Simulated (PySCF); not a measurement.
Species: C5H6Si.
Geometry (PBE0-D3(BJ)/def2-SVP, Å), atoms numbered from 1 in this order:
```
atom  x, y, z in Å
C1     3.860   -0.528   -0.722
C2     2.678   -0.563   -0.432
C3     1.347   -0.602   -0.105
C4     0.164   -0.652    0.188
C5    -1.239   -0.647    0.526
Si6   -1.969    1.113    0.486
H7     4.903   -0.499   -0.977
H8    -1.399   -1.067    1.535
H9    -1.813   -1.277   -0.176
H10   -3.418    1.039    0.846
H11   -1.823    1.682   -0.885
H12   -1.252    1.973    1.471
```

Linear response at CAM-B3LYP/def2-SVPD (PySCF, frozen core in the response, non-relativistic).

Static isotropic polarisability: 94.23 au (13.96 Å³), principal values 61.6, 67.2, 153.8 au.

**Question.** What is the polarisability at 1064 nm and at the sodium D line?

**Answer.** 95.55 au at 1064 nm (+1.4 %), 98.74 au at 589.3 nm (+4.8 %). The rise at 589.3 nm is 3.42 times that at 1064 nm; a pure ω² law gives 3.26. The lowest singlet lies at 271 nm, shorter than both wavelengths.

**Question.** What is the isotropic C6 coefficient between two such molecules, C6 = (3/π)∫α(iω)² dω?

**Answer.** 2825 au (Eh·bohr⁶) by a ten-point quadrature over imaginary frequencies, which is 1690 eV·Å⁶ or 163 J·nm⁶/mol.

**Question.** Which effective excitation energy ω̄ makes London's formula C6 = (3/4)α²ω̄ exact here?

**Answer.** ω̄ = 4·C6/(3α²) = 0.424 Eh = 11.5 eV. A one-pole form α(ω) = α/(1 − ω²/ω̄²) fitted to the 1064 nm value gives 9.9 eV.

**Question.** What n − 1 at the D line would an ideal gas of it have at 273.15 K and 1 atm (2.6868 × 10¹⁹ cm⁻³), by n − 1 = 2π·N·α′?

**Answer.** 24.70 × 10⁻⁴, a formal value whether or not that pressure can be reached.

**Question.** What molar refraction at the D line follows from R = (4π/3)·N_A·α′, with α′ the polarisability volume?

**Answer.** α′ = 14.63 Å³ gives R = 36.91 cm³/mol, for isolated, non-vibrating species.

**Question.** The lowest 6 singlets have (eV, f): 4.58, 0.000; 4.82, 0.006; 4.86, 0.000; 6.53, 0.004; 6.78, 0.000; 7.09, 0.000. What share of the static polarisability do they carry in the sum over states α = Σ f/ω²?

**Answer.** 0.28 au, 0.3 % of α; the largest term, 0.19 au, is that of the state at 4.82 eV. Their oscillator strengths add up to 0.01. Higher states carry the rest.

**Question.** What three-body coefficient follows from the one-pole estimate C9 = (3/4)·α·C6?

**Answer.** 200000 au. This is an estimate from the two numbers above, not a computed integral.
